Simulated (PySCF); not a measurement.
Fill in the blanks.

C₂H₁₂NPSi₂.
Numbering: `[CH3:1][CH2:2][Si@H:3]([NH2:4])[SiH2:5][PH2:6]` (hydrogens: H7, H8, H9 on C1; H10, H11 on C2; H12 on Si3; H13, H14 on N4; H15, H16 on Si5; H17, H18 on P6)

Conformer (atom-mapped SMILES and torsion angles): `[CH3:1][CH2:2][Si@H:3]([NH2:4])[SiH2:5][PH2:6]`: C1–C2–Si3–N4 -175°, C2–Si3–Si5–P6 -107°, H–N4–Si3–C2 179°, H–N4–Si3–C2 -42°, H–P6–Si5–Si3 45°, H–P6–Si5–Si3 -48°.

```json
{"property": "point group of the GFN2-xTB geometry", "level": "GFN2-xTB", "value": "?"}
{"property": "rotational constants A, B, C of the GFN2-xTB geometry", "level": "GFN2-xTB", "value": "2.266, 0.959, 0.759 GHz"}
{"property": "dipole moment", "level": "PBE0/def2-SVPD", "value": "?"}
{"property": "HOMO energy", "level": "PBE0/def2-SVPD", "value": "-6.65 eV"}
{"property": "LUMO energy", "level": "PBE0/def2-SVPD", "value": "-0.34 eV"}
{"property": "lowest singlet excitation", "level": "TDDFT PBE0/def2-SVPD", "value": "5.21 eV (238 nm, f = 0.067)"}
{"property": "lowest triplet excitation (Tamm–Dancoff)", "level": "TDA PBE0/def2-SVPD", "value": "4.62 eV"}
{"property": "static isotropic polarisability", "level": "PBE0/def2-SVPD", "value": "119.0 au"}
{"property": "electronic spatial extent ⟨r²⟩ about the centre of nuclear charge", "level": "PBE0/def2-SVPD", "value": "?"}
{"property": "13C chemical shifts (computed TMS as zero) by class", "level": "GIAO PBE0/pcSseg-1", "value": "?"}
{"property": "1H chemical shifts (computed TMS as zero) by class", "level": "GIAO PBE0/pcSseg-1", "value": "5.03 (H12), 3.74 (H16), 3.69 (H15), 1.24 (H11), 1.08 (H7/H8/H9), 0.83 (H10), 0.83 (H17/H18), -0.17 (H13/H14) ppm"}
{"property": "isotropic shieldings of nuclei other than C and H, by class", "level": "GIAO PBE0/pcSseg-1", "value": "?"}
```

Gas-phase values; electronic properties from PySCF, density fitting. Isolated species at its GFN2-xTB geometry (one conformer only). NMR classes are plain means over equivalent atoms (diastereotopic ones count apart unless rotation or inversion swaps them), as if these changed places fast; in this geometry the members of some classes differ.

Give the dipole moment.

1.72 D.

What is the point group of the GFN2-xTB geometry?

C1.

What is the electronic spatial extent ⟨r²⟩ about the centre of nuclear charge?

1574 bohr².

The 13C chemical shifts (computed TMS as zero) by class?

12.1 (C2), 9.5 (C1) ppm.

What are the isotropic shieldings of nuclei other than C and H, by class?

255 (N4), 363 (Si3), 448 (Si5), 622 (P6) ppm.

The rotational constants make it an asymmetric top with κ = (2B − A − C)/(A − C) = -0.73, nearer the prolate limit (−1). The polarisability is 17.64 Å³ as a volume (1 au = 0.148185 Å³), or 1.61 au for each of the 74 electrons. The largest Löwdin shares of the LUMO are 0.24 on Si5, 0.22 on Si3, 0.12 on P6 and 0.07 on N4. No computed singlet falls in the visible range (750 to 380 nm, 1.65 to 3.26 eV); S1 lies 1.95 eV above its blue end.

For the NMR shielding job (PBE0/pcSseg-1), on Arm Neoverse V1, one thread, no GPU, on a shared host, this took 25 s wall and 0.88 GiB of memory at its peak.
